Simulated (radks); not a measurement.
Hf+, configuration [Xe] 4f14 5d1 6s2. Method: scalar-relativistic Kohn-Sham, revPBE, spin-polarised, spherical densities, finite nucleus; open shells are filled with parallel spins first (spin-orbit coupling, left out, can overturn this in heavy ions); Fermi nuclear charge, rms radius 5.347 fm; computed with a radial shooting solver on a logarithmic mesh with Libxc functionals.

Normalised radial functions P(r) = r R(r), r in bohr:

r,5p down,6s up,5d up
0.003711,0.0132,0.0480,0.0001
0.005029,0.0218,0.0551,0.0003
0.006815,0.0353,0.0600,0.0007
0.009237,0.0563,0.0602,0.0015
0.01252,0.0870,0.0521,0.0033
0.01697,0.1287,0.0321,0.0073
0.02299,0.1786,-0.0018,0.0153
0.03116,0.2244,-0.0455,0.0306
0.04223,0.2401,-0.0846,0.0578
0.05724,0.1868,-0.0930,0.0999
0.07757,0.0355,-0.0453,0.1527
0.106,-0.1894,0.0551,0.1955
0.1436,-0.3389,0.1332,0.1822
0.1946,-0.2342,0.0928,0.0713
0.2638,0.1455,-0.0733,-0.1228
0.3575,0.4871,-0.1976,-0.2854
0.4845,0.3721,-0.0916,-0.2633
0.6567,-0.2143,0.1796,-0.0149
0.89,-0.8156,0.3232,0.3393
1.206,-1.0006,0.1436,0.6238
1.635,-0.7495,-0.2561,0.7233
2.215,-0.3692,-0.5866,0.6378
3.002,-0.1179,-0.6447,0.4485
4.069,-0.0219,-0.4412,0.2383
5.515,-0.0020,-0.1897,0.0890
7.474,-0.0001,-0.0475,0.0210
10.13,0.0000,-0.0057,0.0026

5p down: eigenvalue -44.390 eV, 3 radial nodes at r = 0.0818, 0.238, 0.596 bohr, <r> = 1.33 bohr, 90 % of the charge inside 1.95 bohr. 6s up: eigenvalue -12.009 eV, 5 radial nodes at r = 0.0227, 0.0903, 0.234, 0.540, 1.36 bohr, <r> = 3.10 bohr, 90 % of the charge inside 4.49 bohr. 5d up: eigenvalue -10.929 eV, 2 radial nodes at r = 0.220, 0.666 bohr, <r> = 2.16 bohr, 90 % of the charge inside 3.41 bohr.
